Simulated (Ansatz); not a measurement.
Breaking the As1–As2 bond in As2 (multiplicity 1 held). Energies count from the point at 2.104 Å.


U- levels take the lowest unrestricted solution at each point, which mixes spins at long bonds. Active spaces are followed from rest. Levels need not reach the same state.

Frozen-core correlation. Filled d and f shells under p-block atoms count as core.

Codes used: Ansatz (Gaussian orbitals). 

Energies in eV.

```csv
R (Å),U-PBE/cc-pVTZ,U-r2SCAN/cc-pVTZ,U-MP2/cc-pVTZ,"FIC-NEVPT4(SD) on CASSCF(10,8)/cc-pVTZ","FIC-MRCISD on CASSCF(10,8)/cc-pVTZ","FIC-MRCISD+Q on CASSCF(10,8)/cc-pVTZ"
1.683,4.86,4.60,4.20,5.23,5.20,5.22
1.894,0.92,0.79,0.19,1.06,1.05,1.05
2.104,0.00,0.00,0.00,0.00,0.00,0.00
2.315,0.38,0.50,0.34,0.25,0.27,0.26
2.525,1.22,1.25,0.85,0.96,0.99,0.97
2.841,2.34,2.25,1.67,2.03,2.07,2.06
3.156,3.13,2.99,2.13,2.75,2.79,2.78
3.682,3.85,3.60,2.39,3.27,3.29,3.30
4.208,4.11,3.79,2.47,3.41,3.43,3.45
4.840,4.21,3.86,2.49,3.46,3.48,3.50
5.681,4.23,3.88,2.51,3.48,3.49,3.51
6.733,4.24,3.88,2.51,3.48,3.49,3.52
8.417,4.24,3.88,2.51,3.48,3.49,3.52
```

Doubts at one or more of the structures used: a spin-contaminated determinant (U-PBE/cc-pVTZ, U-r2SCAN/cc-pVTZ, U-MP2/cc-pVTZ).

Ansatz is a first-principles code.
